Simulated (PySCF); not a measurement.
Si(Me)2 (C2H6Si), SMILES C[Si]C (connectivity only; charge and spin as stated), neutral, multiplicity 1. The structure is a stationary point at B3LYP-D3(BJ)/def2-TZVP. The isomer is the one that the SMILES or the coordinates give; other isomers of the formula were not compared.

Computed with B3LYP-D3(BJ)/def2-TZVP (PySCF).

Harmonic wavenumbers (cm⁻¹): 110, 111, 258, 522, 575, 648, 654, 734, 864, 1250, 1259, 1425, 1431, 1453, 1461, 2979, 2981, 3048, 3054, 3104, 3104. Rotational constants (GHz): 16.85, 7.020, 5.275; symmetry number 2.

Work out the zero-point energy and the ideal-gas rigid-rotor harmonic-oscillator thermochemistry at 298.15 K and 1 atm.

ZPE = ½ Σ hcν = ½ × 31025 cm⁻¹ = 185.57 kJ/mol. H − E(el) = 202.76 kJ/mol. Entropy in J/(mol K): translation 159.42, rotation 93.64, vibration 44.30, total 297.36. G − E(el) = 114.10 kJ/mol. Cp = 82.62 J/(mol K). Modes under 150 cm⁻¹ make the vibrational entropy uncertain.
